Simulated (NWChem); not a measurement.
All runs are NWChem calculations. System: CH₃N₂S, charge 0, spin multiplicity 2, displaced from the optimised geometry. The structure started from a generated list of species. Its SCF solution wasn't tested for a lower state. Level: UPBE0/def2-SVP.

Output (cleaned and shortened):

```
             Northwest Computational Chemistry Package (NWChem) 7.3.0
             --------------------------------------------------------

                                NWChem Input Module
                                -------------------

 Scaling coordinates for geometry "geometry" by  1.889725989
 (inverse scale =  0.529177249)

                             Geometry "geometry" -> ""
                             -------------------------

 Output coordinates in angstroms (scale by  1.889725989 to convert to a.u.)

  No.       Tag          Charge          X              Y              Z
 ---- ---------------- ---------- -------------- -------------- --------------
    1 N                    7.0000     0.94001100    -1.03090700     0.77786800
    2 C                    6.0000    -0.06949800    -0.31841500     0.28694700
    3 N                    7.0000    -1.37271700    -0.72352300     0.46396100
    4 S                   16.0000     0.32933900     1.03979400    -0.75154300
    5 H                    1.0000     1.81499700    -0.46712300     0.83207000
    6 H                    1.0000    -1.53242300    -1.63015300     0.93255400
    7 H                    1.0000    -2.10606500    -0.34792100    -0.15442400

 Effective nuclear repulsion energy (a.u.)     145.0789188624

            Nuclear Dipole moment (a.u.)
            ----------------------------
        X                 Y               Z
 ---------------- ---------------- ----------------
     0.0000056692     0.0000132281    -0.0000056692


 Summary of "ao basis" -> "" (spherical)
 ------------------------------------------------------------------------------
       Tag                 Description            Shells   Functions and Types
 ---------------- ------------------------------  ------  ---------------------
 *                          def2-svp                  on all atoms

                                 NWChem DFT Module
                                 -----------------

 Summary of "ao basis" -> "ao basis" (spherical)
 ------------------------------------------------------------------------------
       Tag                 Description            Shells   Functions and Types
 ---------------- ------------------------------  ------  ---------------------
 N                          def2-svp                 6       14   3s2p1d
 C                          def2-svp                 6       14   3s2p1d
 S                          def2-svp                 8       18   4s3p1d
[...]
     2   1 1 0      2.330348    -12.726644    -14.096430     29.153422
     2   1 0 1      0.205485      5.267973      5.698081    -10.760569
     2   0 2 0    -23.906285    -71.936043    -66.271115    114.300872
     2   0 1 1      0.050711     42.495995     39.224018    -81.669303
     2   0 0 2    -23.943583    -43.916044    -40.233237     60.205698

            General Information
            -------------------
          SCF calculation type: DFT
          Wavefunction type:  spin polarized.
          No. of atoms     :     7
          No. of electrons :    39
           Alpha electrons :    20
            Beta electrons :    19
          Charge           :     0
          Spin multiplicity:     2
          Use of symmetry is: off; symmetry adaption is: off
          Maximum number of iterations: 100
          AO basis - number of functions:    75
                     number of shells:    35
          Convergence on energy requested:  1.00D-06
          Convergence on density requested:  1.00D-05
          Convergence on gradient requested:  5.00D-04

              XC Information
              --------------
                         PBE0 Method XC Functional
                     Hartree-Fock (Exact) Exchange  0.250
          PerdewBurkeErnzerhof Exchange Functional  0.750
            Perdew 1991 LDA Correlation Functional  1.000 local
           PerdewBurkeErnz. Correlation Functional  1.000 non-local

             Grid Information
             ----------------
          Grid used for XC integration:  medium
          Radial quadrature: Mura-Knowles
          Angular quadrature: Lebedev.
          Tag              B.-S. Rad. Rad. Pts. Rad. Cut. Ang. Pts.
          ---              ---------- --------- --------- ---------
          N                   0.65       49          10.0       434
          C                   0.70       49           7.0       434
          S                   1.00       88          10.0       590
          H                   0.35       45          11.0       434
          Grid pruning is: on
          Number of quadrature shells:   370
          Spatial weights used:  Erf1

          Convergence Information
          -----------------------
          Convergence aids based upon iterative change in
          total energy or number of iterations.
          Levelshifting, if invoked, occurs when the
          HOMO/LUMO gap drops below (HL_TOL):  1.00D-02
          DIIS, if invoked, will attempt to extrapolate
          using up to (NFOCK): 10 stored Fock matrices.

                    Damping( 0%)  Levelshifting(0.5)       DIIS
                  --------------- ------------------- ---------------
          dE  on:    start            ASAP                start
          dE off:    2 iters        100 iters           100 iters

      Screening Tolerance Information
      -------------------------------
          Density screening/tol_rho:  1.00D-10
          AO Gaussian exp screening on grid/accAOfunc:  14
          CD Gaussian exp screening on grid/accCDfunc:  20
          XC Gaussian exp screening on grid/accXCfunc:  20
          Schwarz screening/accCoul:  1.00D-08

                            NWChem DFT Gradient Module
                            --------------------------

  charge          =   0.00
  wavefunction    = open shell

                         DFT ENERGY GRADIENTS

    atom               coordinates                        gradient
                 x          y          z           x          y          z
   1 N       1.776363  -1.948132   1.469957    0.012337  -0.021651   0.009365
   2 C      -0.131332  -0.601717   0.542251   -0.004804   0.007922  -0.002883
   3 N      -2.594059  -1.367260   0.876759   -0.011094   0.000161   0.004598
   4 S       0.622360   1.964926  -1.420210    0.005221   0.015316  -0.011694
   5 H       3.429847  -0.882734   1.572384    0.014737   0.006670   0.002074
   6 H      -2.895860  -3.080542   1.762272   -0.003278  -0.014754   0.008194
   7 H      -3.979886  -0.657475  -0.291819   -0.013118   0.006336  -0.009655

                 ----------------------------------------
                 |  Time  |  1-e(secs)   |  2-e(secs)   |
                 ----------------------------------------
                 |  CPU   |       0.00   |       1.13   |
                 ----------------------------------------
                 |  WALL  |       0.00   |       1.13   |
                 ----------------------------------------

 Task  times  cpu:        6.2s     wall:        6.2s

 Total times  cpu:        6.2s     wall:        6.2s
```

**Question.** Write an NWChem input that would produce this output.

**Answer.** One answer among several that fit: 
```
start mol
memory heap 200 mb stack 900 mb global 1100 mb
geometry units angstroms nocenter noautoz noautosym
  N      0.940011    -1.030907     0.777868
  C     -0.069498    -0.318415     0.286947
  N     -1.372717    -0.723523     0.463961
  S      0.329339     1.039794    -0.751543
  H      1.814997    -0.467123     0.832070
  H     -1.532423    -1.630153     0.932554
  H     -2.106065    -0.347921    -0.154424
end
basis spherical
  * library def2-svp
end
dft
  xc pbe0
  odft
  mult 2
  semidirect memsize 60000000 filesize 0
  iterations 100
end
task dft gradient
```
